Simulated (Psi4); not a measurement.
C4H12Sn (SMILES [CH3][Sn]([CH3])([CH3])[CH3]), singlet, geometry from GFN2-xTB (such geometries of metal compounds can be far from the true shape) (all electrons, no relativity). Base run: PBE0/STO-3G (Psi4).

Geometry (Å):
```xyz
17

C     -0.3273    -1.5188    -1.5494
Sn     0.0000     0.0000     0.0000
C     -0.0534     1.9961    -0.9096
C     -1.5756    -0.1538     1.5194
C      1.9563    -0.3235     0.9396
H     -1.2905    -1.3741    -2.0248
H     -0.3041    -2.5125    -1.1173
H      0.4429    -1.4573    -2.3094
H      0.1067     2.7599    -0.1575
H     -1.0140     2.1733    -1.3791
H      0.7193     2.0900    -1.6637
H     -2.5502     0.0035     1.0723
H     -1.5638    -1.1349     1.9798
H     -1.4294     0.5902     2.2939
H      2.0006    -1.3061     1.3947
H      2.7476    -0.2510     0.2025
H      2.1350     0.4189     1.7087
```
Charge 0, spin multiplicity 1.
All else is at Psi4's defaults, with exact integrals.

Each row names what was changed in the base input (with any setting that the change needs).

```json
[
 {"change": "base", "E (Eh)": "-6122.69042", "core-seconds (rough)": "8", "outcome": "converged"},
 {"change": "functional = m06-l", "E (Eh)": "-6123.27310", "core-seconds (rough)": "10", "outcome": "converged"},
 {"change": "functional = hf (with energy('scf'))", "E (Eh)": "-6119.97897", "core-seconds (rough)": "3", "outcome": "converged"},
 {"change": "functional = cam-b3lyp", "E (Eh)": "___", "core-seconds (rough)": "8", "outcome": "converged"},
 {"change": "functional = m06", "E (Eh)": "-6122.96270", "core-seconds (rough)": "10", "outcome": "converged"},
 {"change": "functional = bhhlyp", "E (Eh)": "___", "core-seconds (rough)": "6", "outcome": "converged"},
 {"change": "functional = wb97x", "E (Eh)": "-6123.29574", "core-seconds (rough)": "10", "outcome": "converged"},
 {"change": "functional = svwn", "E (Eh)": "-6117.59321", "core-seconds (rough)": "5", "outcome": "converged"},
 {"change": "functional = x3lyp", "E (Eh)": "-6122.91011", "core-seconds (rough)": "8", "outcome": "converged"},
 {"change": "functional = b3lyp", "E (Eh)": "-6123.15746", "core-seconds (rough)": "6", "outcome": "converged"},
 {"change": "functional = blyp", "E (Eh)": "___", "core-seconds (rough)": "7", "outcome": "converged"},
 {"change": "functional = pw6b95", "E (Eh)": "-6125.37371", "core-seconds (rough)": "9", "outcome": "converged"},
 {"change": "functional = b97m-v", "E (Eh)": "-", "core-seconds (rough)": "-", "outcome": "cut at the time limit"}
]
```

Q: Some entries are withheld; supply them.

A: 
- functional = cam-b3lyp, E (Eh): -6123.22996
- functional = bhhlyp, E (Eh): -6123.24288
- functional = blyp, E (Eh): -6122.86771

Total energies compare only within one method and basis.
